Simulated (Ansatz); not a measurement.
Ansatz (a quantum-chemistry and plane-wave program) input:

Ansatz 0.2 input:
```yaml
crystal:
  periodic: [false, false, false]
  atoms:
    - {symbol: O, position_ang: [1.61105766, -0.03800889, -0.20424269]}
    - {symbol: Si, position_ang: [0.09043310, -0.00805622, -0.00027755]}
    - {symbol: H, position_ang: [-0.57963524, 1.33964382, -0.18072139]}
    - {symbol: H, position_ang: [-0.40676479, -0.42989449, 1.36825972]}
    - {symbol: H, position_ang: [-0.72338043, -0.89414900, -0.92186229]}
basis:
  gaussian:
    orbitals: def2-TZVP
hamiltonian:
  xc: b3lyp
  dispersion: d3bj
total_charge: -1
relax: {f_tol: 0.002, max_steps: 150}
```

What final total energy does it print?

-366.64677 Eh (B3LYP-D3(BJ)/def2-TZVP). The basis has 86 functions.
